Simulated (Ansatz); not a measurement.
Reaction (atomization): `C[C](=S)[ZnH]` → 2 C• + 4 H• + S• + Zn (atom)

Calculated with Ansatz (gas phase, PBE0-D4/def2-TZVP geometries, no zero-point term in ΔE). CCSD(T)/CBS adds triple-zeta CCSD(T) − MP2 to the extrapolated MP2 energy (def2 sets, frozen cores). This one scheme is used for every species, atoms too. For atomizations the MP2-based limit and the directly extrapolated one differ by several kJ/mol either way, and by 10 to 25 for some Ge, Se and Sn compounds, so smaller differences from it don't rank the levels. Functionals use def2-TZVPP. HSE06 is defined as in plane-wave codes. Open shells (•) are unrestricted, without spin–orbit coupling. Spin–orbit coupling would lower the free atoms: a little for C, S. For Zn outer-core shells are correlated without core-valence functions, so the limit isn't a true one: a few kJ/mol of doubt a bond, and 10 to 20 or more in all where bonds break to atoms. Scalar relativity is left out up to krypton.

CCSD(T)/CBS gives +2579.3 kJ/mol.

Q: Another level gave +2538.1 kJ/mol. Which?
A. HF/def2-TZVPP
B. HSE06/def2-TZVPP
C. SCS-MP2/def2-TZVPP
D. CCSD/def2-TZVPP

A: C. SCS-MP2/def2-TZVPP 2538.1, HF/def2-TZVPP 1828.4, CCSD/def2-TZVPP 2459.7, HSE06 2594.7 kJ/mol.

Largest T1 diagnostic among the species: 0.019.

At CCSD(T), def2-SVP lies −138.1 kJ/mol from the extrapolated value and def2-TZVPP −66.0 kJ/mol: correlation converges slowly with the basis, and small sets miss more of it in the bonded molecule than in its fragments. Leaving LDA and LC-ωPBE aside and taking each functional with its dispersion term where it has one, the values, not all of them listed here, spread over 167.6 kJ/mol, from BHLYP-D4 to PBE-D4. LDA lies +364.0 kJ/mol from PBE without D4, its usual overbinding. From PBE to PBE0 (25 % exact exchange), in def2-TZVPP and without D4, ΔE moves by −48.2 kJ/mol: exact exchange takes away binding that semilocal exchange gives to molecules.
